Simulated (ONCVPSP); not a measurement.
# What one change does to a pseudopotential (niobium, ONCV)

ONCVPSP 4.0.1 input, shortened (lines: element, Z, core and valence counts, functional; n l f; lmax; l rc ep ncon nbas qcut; lloc lpopt rc5 dvloc0; l nproj debl; icmod fcfact rcfact), PBEsol, scalar-relativistic:

```
  Nb 41.00    6    4  -116133      upf
    1    0    2.00
    2    0    2.00
    2    1    6.00
    3    0    2.00
    3    1    6.00
    3    2   10.00
    4    0    2.00
    4    1    6.00
    4    2    4.50
    5    0    0.50
    2
    0    1.90    0.00    4    8    8.40
    1    1.75    0.00    5    8    6.40
    2    2.85    0.00    3    7    5.00
    4    1    1.45    2.00
    0    2    3.50
    1    3    3.30
    2    2    1.50
    3    2.50    1.70
```

Change: core correction Teter function, fcfact 2.5, rcfact 2.04.

Cutoffs: the cutoffs (Ha) at which the residual kinetic energy of the hardest occupied pseudo-wave falls to 1 and 0.1 mHa per electron; they do not see the model core or the augmentation charge, which bear on the density cutoff. Errors are all-electron minus pseudo energies relative to the spin-unpolarised reference configuration.

Task: How do hardness, ghosts and transferability respond?

Result: The potential gets neither clearly harder nor softer (19 Ha and 50 Ha → 19 Ha and 50 Ha); of the 4 tests that both files solve, the error grows in 1 and shrinks in 2 by more than 15 % and 0.3 meV (median size 19.6 → 16.2 meV); neither file shows a bound ghost. A model core, the more so a compact one, raises the density cutoff, which this test does not measure.

```tsv
quantity	base	changed
cutoff, loose	19 Ha	19 Ha
cutoff, tight	50 Ha	50 Ha
bound ghosts	none	none
GHOST(+) flags under 300 eV	none	none
error for 4s2 4p6 4d4 5s1, meV [ΔE -0.57 eV]	+5.2	+4.3
error for 4s2 4p6 4d4 5s0, meV [ΔE 6.09 eV]	-0.1	-0.5
error for 4s2 4p6 4d3 5s0, meV [ΔE 20.12 eV]	+34	+28
error for 4s1 4p6 4d4 5s1, meV [ΔE 63.42 eV]	-268	-275
s: phases at 1.93 bohr within 0.05 rad from the reference energy up to (Ha; the scan ends near 5)	to the end of the scan	to the end of the scan
p: phases at 1.77 bohr within 0.05 rad from the reference energy up to (Ha; the scan ends near 5)	to the end of the scan	to the end of the scan
d: phases at 2.89 bohr within 0.05 rad from the reference energy up to (Ha; the scan ends near 5)	3.4	3.4
rms error of d²Exc/dni dnj with the model core, mHa	1.75	3.56
```
